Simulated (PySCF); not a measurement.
Compound: C₆H₇OP.
SMILES: `COc1ccccp1`

Method used: TDDFT CAM-B3LYP/def2-SVPD, vertical, gas phase, core orbitals frozen in the response (PySCF). The structure is a single GFN2-xTB conformer in the gas phase; no vibrational or solvent corrections. Torsions of this conformer, `[CH3:1][O:2][c:3]1[cH:4][cH:5][cH:6][cH:7][p:8]1`: C1–O2–C3–C4 180°.

Problem. List the vertical singlet excitations with oscillator strengths and describe the spectrum.

Solution. 

```tsv
state	E (eV)	ν̃ (cm⁻¹)	f	|μ| (D)	symmetry	main configurations (H = HOMO, L = LUMO)
S1	4.53	36540	0.041	1.55	A′	H→L (73%), H-1→L+1 (11%)
S2	5.17	41670	0.034	1.32	A′	H→L+1 (49%), H-1→L (34%), H→L (15%)
S3	5.25	42360	0.012	0.78	A″	H-2→L (98%)
S4	5.89	47540	0.397	4.21	A′	H-1→L (54%), H→L+1 (36%)
S5	5.94	47940	0.0006	0.17	–	H-2→L+1 (97%)
S6	6.32	51010	0.334	3.73	A′	H-1→L+1 (79%), H→L (10%)
S7	6.58	53110	0.011	0.66	A″	H→L+2 (68%), H→L+3 (18%)
S8	6.62	53400	0.0062	0.50	A″	H→L+3 (27%), H→L+5 (20%), H→L+2 (17%)
```

Triplets, Tamm–Dancoff:

```
state  E (eV)  λ (nm)  main configurations (H = HOMO, L = LUMO)
   T1    3.19   388.4        H→L (73%), H-1→L (14%), H→L+1 (9%)
   T2    3.88   319.1       H-1→L (47%), H→L (24%), H→L+1 (16%)
   T3    4.12   300.7                  H→L+1 (68%), H-1→L (30%)
```

The lowest singlet lies at 4.53 eV (274 nm, ultraviolet) and is of moderate strength; its leading configuration is HOMO→LUMO (73%). The strongest level in the table is S4 at 5.89 eV (210 nm, f = 0.397). Löwdin shares by element: HOMO carbon 32% or more, phosphorus 24%, oxygen 18% (atoms not listed hold the other 26%); LUMO carbon 46% or more, phosphorus 30% (atoms not listed hold the other 24%). Weighted by f, the mean energy of these states is 5.97 eV. Of the 8 states listed, 6 reach f = 0.01 and none stays under 0.0005. The listed states span 2.09 eV. No computed singlet lies in the visible range (380 to 750 nm); the lowest, at 274 nm, stands 1.27 eV above its violet end (3.26 eV); a Tamm–Dancoff triplet lies at 388 nm, without intensity as long as spin–orbit coupling is left out. Symmetry labels in Cs follow from the direction of the transition dipole and are given only for states with f of 0.002 or more. Only the lowest 8 singlets were computed, as vertical energies without vibronic structure.
